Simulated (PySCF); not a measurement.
Job file and geometry (Å, from GFN2-xTB) of an NMR shielding run on SMILES C1([SiH3])=NN=CS1, C2H4N2SSi, GIAO PBE0/pcSseg-1 NMR shielding, non-relativistic, gas phase in PySCF; density fitting, a coarse starting grid and PySCF grid level 2 are the driver's defaults:

```
$ OMP_NUM_THREADS=1 python probes_run.py task.json out

{"job": {"kind": "nmr", "xc": "PBE0", "basis": "pcSseg-1"}, "charge": 0, "multiplicity": 1}
Si    -1.672499    -0.535333     1.095931
C     -0.075320    -0.054002     0.221920
N      0.219398    -0.375035    -0.987337
N      1.393668     0.064391    -1.411391
C      2.032484     0.738925    -0.528455
S      1.193572     0.897408     0.981585
H     -2.331086     0.709310     1.496197
H     -2.456078    -1.310692     0.145309
H     -1.293189    -1.303299     2.283105
H      2.997933     1.172979    -0.690628
```

Q: Write the output of this run.

A: 
```
coarse grid: 10024 points
cycle   1  E = -875.1790586843  dE =  1.006e+00  |g| = 2.920e-01  |ddm| = 3.195e+00
cycle   2  E = -875.1378706867  dE =  4.119e-02  |g| = 5.012e-01  |ddm| = 8.056e-01
cycle   3  E = -875.1975502585  dE = -5.968e-02  |g| = 1.090e-01  |ddm| = 6.051e-01
cycle   4  E = -875.2001305901  dE = -2.580e-03  |g| = 1.922e-02  |ddm| = 9.963e-02
cycle   5  E = -875.2001821390  dE = -5.155e-05  |g| = 1.240e-02  |ddm| = 2.789e-02
cycle   6  E = -875.2002203426  dE = -3.820e-05  |g| = 2.558e-03  |ddm| = 1.189e-02
cycle   7  E = -875.2002219465  dE = -1.604e-06  |g| = 9.997e-04  |ddm| = 3.342e-03
final grid: 89560 points
cycle   8  E = -875.2349888057  dE = -1.130e-05  |g| = 7.318e-03  |ddm| = 2.215e-02
cycle   9  E = -875.2349468135  dE =  4.199e-05  |g| = 1.448e-02  |ddm| = 2.163e-02
cycle  10  E = -875.2350015171  dE = -5.470e-05  |g| = 1.799e-03  |ddm| = 1.582e-02
cycle  11  E = -875.2350022166  dE = -6.995e-07  |g| = 3.795e-04  |ddm| = 1.511e-03
cycle  12  E = -875.2350022520  dE = -3.542e-08  |g| = 6.720e-05  |ddm| = 4.319e-04
cycle  13  E = -875.2350022527  dE = -6.651e-10  |g| = 4.680e-05  |ddm| = 9.555e-05
cycle  14  E = -875.2350022533  dE = -6.075e-10  |g| = 6.257e-06  |ddm| = 4.914e-05
converged SCF energy = -875.2350022533

GIAO shielding tensors (ppm)
atom      isotropic    diamagn.    paramagn.     s11        s22        s33       span
  0 Si     427.038     879.831    -452.792    404.523    423.283    453.309     48.786
  1 C       23.591     259.213    -235.623    -39.054      5.246    104.579    143.633
  2 N     -157.739     325.003    -482.742   -475.887   -140.918    143.589    619.476
  3 N     -141.063     325.613    -466.676   -450.272   -116.642    143.723    593.995
  4 C       29.363     259.527    -230.163    -56.736     41.011    103.814    160.550
  5 S      166.122    1057.057    -890.935   -120.164    228.689    389.842    510.006
  6 H       26.945      28.367      -1.422     23.384     25.659     31.791      8.407
  7 H       26.848      28.295      -1.447     22.832     25.719     31.992      9.159
  8 H       26.944      28.315      -1.371     23.384     25.659     31.791      8.407
  9 H       22.818      29.768      -6.950     20.102     20.901     27.452      7.351
```

Q: Turn these shieldings into chemical shifts. Scale: 29Si (349.16 ppm) and 13C (186.93 ppm) and 1H (31.72 ppm) against TMS; NH3 for 15N (267.73 ppm); 33S (503.73 ppm) against CS2 (reference shieldings calculated alike).

A: Averaging equivalent atoms: Si 0: -77.9; C 1: 163.3; C 4: 157.6; N 2: 425.5; N 3: 408.8; S 5: 338; H 9: 8.90; H 6/7/8: 4.80 ppm. Experimental scales use liquid or dissolved standards, which lie at an offset from isolated NH3 (liquid NH3: subtract about 20 ppm). Unscaled 15N shifts of sp2 nitrogen come out 20 to 40 ppm too high even then.

Size and cost of the density-fitted run: 136 basis functions, 16 s wall time on 1 thread of an Arm Neoverse V1, shared host; peak memory 0.65 GiB.
